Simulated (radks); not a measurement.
The numbers below are computed, except where a source is named.
P3+, 12 electrons, occupied as [Ne] 3s2.

Level of theory: non-relativistic Kohn-Sham, PBEsol, spin-polarised, spherical densities, point nucleus (a radial shooting solver on a logarithmic mesh with Libxc functionals).

Energy parts (hartree):
total: -338.31007
kinetic: 337.84544
electron-nucleus: -789.50012
Hartree: 134.70498
exchange-correlation: -21.36036

Orbitals (lengths in bohr, moments of r in powers of bohr):
1s: occ. 2; eigenvalue (hartree) -77.67775; <r> 0.1041; <1/r> 14.55; <r^2> 0.01457; <r^4> 0.0005480
2s: occ. 2; eigenvalue (hartree) -7.75423; <r> 0.5209; <1/r> 2.810; <r^2> 0.3233; <r^4> 0.1906
2p: occ. 6; eigenvalue (hartree) -5.98410; <r> 0.4838; <1/r> 2.713; <r^2> 0.2933; <r^4> 0.1870
3s: occ. 2; eigenvalue (hartree) -1.67005; <r> 1.675; <1/r> 0.8207; <r^2> 3.200; <r^4> 15.86
3p: occ. 0; eigenvalue (hartree) -1.29811; <r> 1.839; <1/r> 0.7333; <r^2> 3.903; <r^4> 24.40

The highest occupied level is 3s at -45.444 eV. Summed over all electrons, <r^2> = 8.837 bohr^2, which gives a Langevin (diamagnetic) susceptibility term of -7 x 10^-6 cm^3/mol. The electron density at the nucleus is 2189 e/bohr^3. The density falls to 0.001 e/bohr^3 at r = 3.08 bohr. For comparison, the ionisation energy in NIST's Atomic Spectra Database is 51.444 eV (measured). In exact Kohn-Sham theory the highest level is minus the ionisation energy, but local and semilocal functionals leave it too shallow, through self-interaction and a potential that decays too fast; potentials with the right tail come closer.
